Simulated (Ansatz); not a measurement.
`CC(=O)/C=C(\O)C(C)C`, charge 0, multiplicity 1.

Q: Give a relaxed structure at PBE0-D4/def2-TZVP (the Gaussian-basis code of Ansatz). (Best estimate.)

A: Ansatz gave: 
```xyz
21

C    -2.6724   -0.7245   -2.2752
C    -1.2940   -0.8053   -1.6910
O    -0.4469   -1.5262   -2.2521
C    -0.9723   -0.0513   -0.5215
C     0.2954   -0.1156   -0.0036
O     1.2167   -0.8580   -0.5610
C     0.7321    0.6357    1.2149
C     1.8548    1.6085    0.8627
C     1.1639   -0.3366    2.3100
H    -3.3748   -0.2110   -1.6195
H    -3.0322   -1.7316   -2.4919
H    -2.6190   -0.1882   -3.2265
H    -1.7176    0.5675   -0.0436
H     0.7509   -1.2910   -1.3651
H    -0.1337    1.2046    1.5662
H     2.1542    2.1713    1.7495
H     1.5401    2.3203    0.0965
H     2.7259    1.0678    0.4884
H     1.4591    0.2151    3.2051
H     0.3545   -1.0182    2.5801
H     2.0153   -0.9332    1.9776
```
This is one stationary point; other conformers may exist.
